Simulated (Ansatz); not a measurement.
C₃H₁₁AsSi (`CC[As](C)[SiH3]`), relaxed with RKS PBE0-D4/def2-TZVP in Ansatz from a PBE-D4/def2-SVP geometry. The force threshold is 0.005 eV/Å; the program also tests the step.

The species carries charge 0 and has multiplicity 1.

Start:

```xyz
16

C     1.699   -0.425   -1.541
C     1.260   -0.231   -0.092
As   -0.543   -1.037    0.290
C    -0.718   -0.352    2.158
Si   -1.808    0.734   -0.685
H     2.728   -0.042   -1.706
H     1.033    0.109   -2.251
H     1.693   -1.497   -1.830
H     1.251    0.842    0.194
H     1.954   -0.747    0.605
H    -1.761   -0.493    2.505
H    -0.051   -0.949    2.811
H    -0.445    0.719    2.242
H    -1.316    2.081   -0.213
H    -3.258    0.594   -0.298
H    -1.717    0.694   -2.189
```

By how much does the energy fall, and how many steps does the optimiser take? (An estimate is asked.)

Ansatz gave: 0.06 eV, in 11 steps.

Which bonds change most? (Estimate.)

Ansatz gave: C2–As3 from 2.011 to 1.985 Å; As3–Si5 from 2.385 to 2.359 Å; As3–C4 from 1.998 to 1.976 Å; Si5–H16 from 1.507 to 1.488 Å.

Give the relaxed structure. (Best estimate.)

Ansatz gave: 
```xyz
16

C     1.670   -0.394   -1.524
C     1.263   -0.246   -0.070
As   -0.527   -1.019    0.297
C    -0.723   -0.346    2.144
Si   -1.778    0.715   -0.700
H     2.686   -0.023   -1.689
H     1.007    0.166   -2.188
H     1.643   -1.439   -1.841
H     1.273    0.801    0.242
H     1.955   -0.787    0.581
H    -1.749   -0.502    2.478
H    -0.058   -0.921    2.791
H    -0.473    0.713    2.223
H    -1.250    2.054   -0.306
H    -3.195    0.615   -0.254
H    -1.745    0.613   -2.184
```
